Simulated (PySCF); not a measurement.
Identify the unknown among the candidates.

All candidates are C6H10OSi.

| technique | computed result |
| --- | --- |
| UV, first state | lowest singlet excitation: 4.17 eV (297 nm, f = 0.044) [TDDFT CAM-B3LYP/def2-SVPD] |
| Polarisability | 93.4 au [CAM-B3LYP/def2-SVPD] |
| Rotational structure | rotational constants A, B, C: 2.289, 1.504, 1.228 GHz [GFN2-xTB] |
| 13C NMR | chemical shifts (computed TMS as zero) by class: 155.3 (2 C), 134.3 (2 C), 53.3 (1 C), -4.2 (1 C) ppm [GIAO PBE0/pcSseg-1] |
| NMR, other nuclei | isotropic shieldings of nuclei other than C and H, by class: 329 (1 O), 344 (1 Si) ppm [GIAO PBE0/pcSseg-1] |
| Triplet | lowest triplet excitation (Tamm–Dancoff): 2.49 eV [TDA CAM-B3LYP/def2-SVPD] |

The electronic properties come from PySCF, for the isolated species, density fitting. Levels stand in brackets. Geometry: GFN2-xTB, one conformer, isolated molecule. Each NMR value is the plain mean over a class of atoms that symmetry, rotation or inversion makes alike.

Question: Which candidate is it?
A. `CO[Si]1(C)C=CC=C1`
B. `C=CC[Si@H](O)C#CC`
C. `C=CCO[SiH2]C#CC`

Answer: A. It is `CO[Si]1(C)C=CC=C1`. Numbering: `[CH3:1][O:2][Si:3]1([CH3:4])[CH:5]=[CH:6][CH:7]=[CH:8]1`. Its formula, C6H10OSi, gives 3 degrees of unsaturation: 1 ring and 2 π bonds in the structure found. 6 carbons fall into 4 classes; from least to most shielded: alkene CH carbon [C6/C7] (155.3 ppm, 2 C), alkene CH carbon [C5/C8] (134.3 ppm, 2 C), methoxy carbon [C1] (53.3 ppm), Si-methyl carbon [C4] (-4.2 ppm). The other shieldings belong to: 329 ppm, silyl ether oxygen [O2]; 344 ppm, oxygen-bound silicon [Si3]. S1 is mainly HOMO→LUMO (weight 0.98); the largest Löwdin shares of the orbital it empties are 0.26 on each of 2 atoms of one kind (alkene CH carbon) and 0.18 on each of 2 atoms of one kind (alkene CH carbon), of the orbital it fills 0.19 on an alkene CH carbon and 0.18 on each of 3 atoms of one kind (alkene CH carbon). The optimised geometry has point group Cs and is an asymmetric top.

The others, at the same levels:
- `C=CC[Si@H](O)C#CC` fails: it has 6 carbon classes against 4; its computed 13C shifts are 143.2 (1 C), 119.3 (1 C), 110.5 (1 C), 87.5 (1 C), 30.7 (1 C), 5.7 (1 C) ppm, lowest singlet excitation is 5.95 eV (208 nm, f = 0.004) (against 4.17 eV) and lowest triplet excitation (Tamm–Dancoff) is 4.34 eV (against 2.49 eV).
- `C=CCO[SiH2]C#CC` fails: it has 6 carbon classes against 4; its computed 13C shifts are 148.4 (1 C), 120.8 (1 C), 113.2 (1 C), 84.5 (1 C), 70.1 (1 C), 5.9 (1 C) ppm, rotational constant A is 3.373 GHz (against 2.289 GHz) and smallest rotational constant is 0.557 GHz (against 1.228 GHz).

Each candidate is one conformer, not necessarily the lowest. Dipoles, sizes and rotational constants follow the conformer. The torsions of the flexible species, by atom-mapped SMILES:
- `[CH3:1][O:2][Si:3]1([CH3:4])[CH:5]=[CH:6][CH:7]=[CH:8]1`: C1–O2–Si3–C4 180°
- `[CH2:1]=[CH:2][CH2:3][Si@H:4]([OH:5])[C:6]#[C:7][CH3:8]`: C1–C2–C3–Si4 -101°, C2–C3–Si4–O5 56°, H–O5–Si4–C3 -42°
- `[CH2:1]=[CH:2][CH2:3][O:4][SiH2:5][C:6]#[C:7][CH3:8]`: C1–C2–C3–O4 133°, C2–C3–O4–Si5 180°, C3–O4–Si5–C6 -59°
